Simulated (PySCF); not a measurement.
B₂H₄, SMILES B[BH2-], charge -1, multiplicity 2.

The structure is a stationary point at r2SCAN-D4/def2-TZVPD.

Method: PySCF with r2SCAN-D4/def2-TZVPD.

Harmonic, unscaled wavenumbers; measured fundamentals usually lie a few per cent lower.

```tsv
mode	ν (cm⁻¹)	IR (km/mol)	moving atoms (share of kinetic energy)
1	384	0.0	H 100 %
2	526	10.4	H 96 %
3	701	0.1	H 84 %, B 16 %
4	829	0.0	H 62 %, B 38 %
5	898	0.0	H 62 %, B 38 %
6	920	0.0	B 61 %, H 39 %
7	1149	36.0	H 89 %, B 11 %
8	1214	0.0	H 67 %, B 33 %
9	2339	651.9	H 95 %
10	2358	0.0	H 90 %, B 10 %
11	2383	0.0	H 94 %
12	2385	833.7	H 89 %, B 11 %
```
